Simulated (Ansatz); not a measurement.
`C[CH2][In]([OH])[F]` and `C[CH2][In]([OH])[Cl]` differ in one atom or group.

Ansatz, PBE0-D4/def2-TZVP geometries, multiplicity 1. Each molecule was computed in one conformer, which needn't be the lowest.

Elements past krypton have def2 core potentials.

| property | `C[CH2][In]([OH])[F]` |
| --- | --- |
| LUMO energy (B3LYP/def2-TZVPP) / eV | -1.65 |
| HOMO–LUMO gap (PBE0/def2-TZVPP) / eV | 6.75 |
| HOMO energy (PBE0/def2-TZVPP) / eV | -8.06 |
| LUMO energy (ωB97M-V/def2-TZVPP) / eV | 0.43 |
| size of the dipole moment (ωB97M-V/def2-TZVPP) / D | 5.19 |
| size of the dipole moment (PBE/def2-TZVPP) / D | 5.05 |

Task: What does the change do to each property? (Estimate.)

Result: Computed: 
```csv
property,`C[CH2][In]([OH])[Cl]`,shift
LUMO energy (B3LYP/def2-TZVPP) / eV,-1.60,0.05
HOMO–LUMO gap (PBE0/def2-TZVPP) / eV,6.61,-0.14
HOMO energy (PBE0/def2-TZVPP) / eV,-7.89,0.17
LUMO energy (ωB97M-V/def2-TZVPP) / eV,0.41,-0.02
size of the dipole moment (ωB97M-V/def2-TZVPP) / D,4.77,-0.42
size of the dipole moment (PBE/def2-TZVPP) / D,4.66,-0.39
```

Dipoles are sizes alone; their direction can turn.

Positive LUMOs are unbound, so they and the gaps depend on the basis.

B3LYP here is the variant with VWN-RPA as its local correlation; programs differ in this.
